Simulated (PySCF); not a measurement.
Molecule: SMILES SCc1ccccc1, C7H8S.

Molfile (atoms numbered from 1):
```
C7H8S
     RDKit          3D

 16 16  0  0  0  0  0  0  0  0999 V2000
   -2.7392   -1.0002   -1.2779 S   0  0  0  0  0  0  0  0  0  0  0  0
   -1.9219   -0.8697    0.3491 C   0  0  0  0  0  0  0  0  0  0  0  0
   -0.5140   -0.3504    0.2960 C   0  0  0  0  0  0  0  0  0  0  0  0
    0.4771   -1.0301   -0.4241 C   0  0  0  0  0  0  0  0  0  0  0  0
    1.7817   -0.5499   -0.4620 C   0  0  0  0  0  0  0  0  0  0  0  0
    2.1178    0.6247    0.2145 C   0  0  0  0  0  0  0  0  0  0  0  0
    1.1391    1.3124    0.9268 C   0  0  0  0  0  0  0  0  0  0  0  0
   -0.1684    0.8266    0.9658 C   0  0  0  0  0  0  0  0  0  0  0  0
   -2.5318    0.2817   -1.6490 H   0  0  0  0  0  0  0  0  0  0  0  0
   -1.9434   -1.9008    0.7366 H   0  0  0  0  0  0  0  0  0  0  0  0
   -2.5359   -0.2593    1.0272 H   0  0  0  0  0  0  0  0  0  0  0  0
    0.2091   -1.9378   -0.9711 H   0  0  0  0  0  0  0  0  0  0  0  0
    2.5442   -1.0936   -1.0251 H   0  0  0  0  0  0  0  0  0  0  0  0
    3.1422    1.0031    0.1818 H   0  0  0  0  0  0  0  0  0  0  0  0
    1.3915    2.2340    1.4568 H   0  0  0  0  0  0  0  0  0  0  0  0
   -0.9333    1.3685    1.5294 H   0  0  0  0  0  0  0  0  0  0  0  0
  1  2  1  0
  2  3  1  0
  3  4  2  0
  4  5  1  0
  5  6  2  0
  6  7  1  0
  7  8  2  0
  8  3  1  0
  1  9  1  0
  2 10  1  0
  2 11  1  0
  4 12  1  0
  5 13  1  0
  6 14  1  0
  7 15  1  0
  8 16  1  0
M  END
```

Geometry PBE0-D3(BJ)/def2-SVP throughout; GIAO in PySCF, gas phase, one conformer, non-relativistic; equivalent atoms averaged; functional PBE0.

Task: How do the absolute shieldings σ depend on the basis set? (a selection of nuclei; ppm; last column core-seconds on 1 thread of an Arm Neoverse V2, shared host)

Result: 
```
    basis set  functions     S1  C4/C8  C5/C7     C6     C2  H13/H15    H14  H12/H16  H10/H11  core-s
       STO-3G         52  691.4  122.9  124.0  124.8  198.6    25.59  25.65    25.70    30.43     4.2
     pcSseg-0         92  572.2   53.9   54.8   55.7  157.7    25.59  25.67    25.53    29.40     8.2
        6-31G         92  581.3   74.2   74.7   75.7  165.8    25.26  25.32    25.19    29.09     8.8
       6-31G*        132  553.2   71.2   71.7   72.7  161.6    24.74  24.81    24.68    28.59      13
      cc-pVDZ        156  581.8   68.6   68.5   69.9  161.4    24.04  24.11    23.95    27.95      21
     def2-SVP        156  586.5   66.7   67.3   68.6  160.0    24.16  24.27    24.05    28.07      18
     pcSseg-1        183  524.4   50.2   50.4   51.6  149.1    23.85  23.93    23.78    27.80      27
  aug-cc-pVDZ        260  580.1   67.9   67.9   69.1  159.7    23.84  23.93    23.71    27.74      46
6-311+G(2d,p)        272  518.3   54.2   54.3   55.7  150.8    23.98  24.04    23.85    27.85      38
    def2-TZVP        302  500.3   52.8   53.2   54.6  150.7    23.94  24.04    23.84    27.88      57
```

Task: Which nucleus among those listed moves most, in ppm?

Result: S1 (thiol sulfur): from 500.3 ppm with def2-TZVP to 691.4 ppm with STO-3G. The smallest spread is 1.74 ppm, at H14. Proton shifts span only some 12 ppm, so a few tenths of a ppm matter as much there as several ppm in carbon.

Task: Taking the largest basis, def2-TZVP (302 functions), as the yardstick, rank the others by their worst heavy-atom deviation.

Result: 6-311+G(2d,p) 18.0 ppm (272 functions), pcSseg-1 24.2 ppm (183 functions), 6-31G* 52.9 ppm (132 functions), pcSseg-0 71.9 ppm (92 functions), aug-cc-pVDZ 79.9 ppm (260 functions), 6-31G 81.0 ppm (92 functions), cc-pVDZ 81.5 ppm (156 functions), def2-SVP 86.3 ppm (156 functions), STO-3G 191.1 ppm (52 functions).

A small basis that lands close on one nucleus may do so by chance; judge by the trend and by all nuclei.
